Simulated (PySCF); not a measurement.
## Exercise with solution: oscillator strength and radiative lifetime

Al(F)(NCO)(OMe) (C₂H₃AlFNO₂), SMILES C[O][Al]([F])[N]=C=O.

The structure is a stationary point at ωB97X-D3(BJ)/def2-SVP. The structure was generated by enumeration; whether it is a known compound was not checked. The values are those of a single conformer.

TDDFT-PBE/def2-SVPD (PySCF) puts the first singlet state with f over 0.02 at 6.09 eV (vertical), with the transition dipole (0.327, -0.233, 0.050) in atomic units.

Question: Find the oscillator strength, the wavelength and the radiative lifetime that this transition would have in vacuum if emission retraced absorption.

Answer: 
|μ|² = 0.1637 au, so |μ| = 1.03 D. ΔE = 6.09/27.211 = 0.2238 hartree. f = (2/3) ΔE |μ|² = 0.024 (the program prints 0.024).
λ = 1239.84/6.09 = 204 nm; ν = 49119 cm⁻¹.
Einstein's coefficient A = 0.6670 ν² f s⁻¹ (ν in cm⁻¹) = 3.9e7 s⁻¹, so τ = 1/A = 25 ns. This state is S5; the lower singlets have f = 0.007, 0.005, 0.001, 0.006. The figure is the radiative limit of this one transition; relaxation, internal conversion, crossing to triplets and a medium change what is measured.
